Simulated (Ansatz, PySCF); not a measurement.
Zn(I)(OSiH3) (H3IOSiZn), SMILES [O]([Zn][I])[SiH3]. Atoms are numbered in the order given.

```xyz
7

Zn     0.3650    -0.2369    -0.2943
I     -1.2828     0.8430     1.0775
O      1.6193    -1.0614    -1.2125
Si     2.0989    -1.3440    -2.7631
H      1.0489    -2.0756    -3.5448
H      3.3401    -2.1737    -2.7581
H      2.3908    -0.0684    -3.4957
```
Charge 0, spin multiplicity 1.

Coordinates come from a r2SCAN-D4/def2-SVP optimisation. The structure was generated by enumeration; whether it is a known compound was not checked. The def2 effective core potentials stand for the cores of I; spin–orbit coupling is left out. One conformer was computed; it need not be the lowest.

Two levels are set side by side: PBE-D3(BJ)/def2-SVP (Ansatz, a first-principles code) and r2SCAN-D4/def2-SVP (Ansatz). Each level has its own optimised geometry; the coordinates shown are those of the second. Frequencies come from the Hessian of PySCF at each geometry. Differences are taken from unrounded values.

| quantity | r2SCAN-D4 | PBE-D3(BJ) | PBE-D3(BJ) minus r2SCAN-D4 |
|---|---|---|---|
| mean bond length (Å) | 1.717 | 1.732 | 0.015 |
| bond Zn1–I2 (Å) | 2.401 | 2.420 | 0.019 |
| bond Zn1–O3 (Å) | 1.760 | 1.780 | 0.021 |
| bond O3–Si4 (Å) | 1.648 | 1.666 | 0.018 |
| bond Si4–H5 (Å) | 1.500 | 1.511 | 0.012 |
| bond Si4–H6 (Å) | 1.493 | 1.504 | 0.011 |
| bond Si4–H7 (Å) | 1.500 | 1.511 | 0.012 |
| highest harmonic wavenumber (cm⁻¹) | 2224 | 2167 | -57 |
| mean harmonic wavenumber (cm⁻¹) | 872 | 844 | -27 |
| zero-point energy (kcal/mol) | 18.70 | 18.11 | -0.59 |
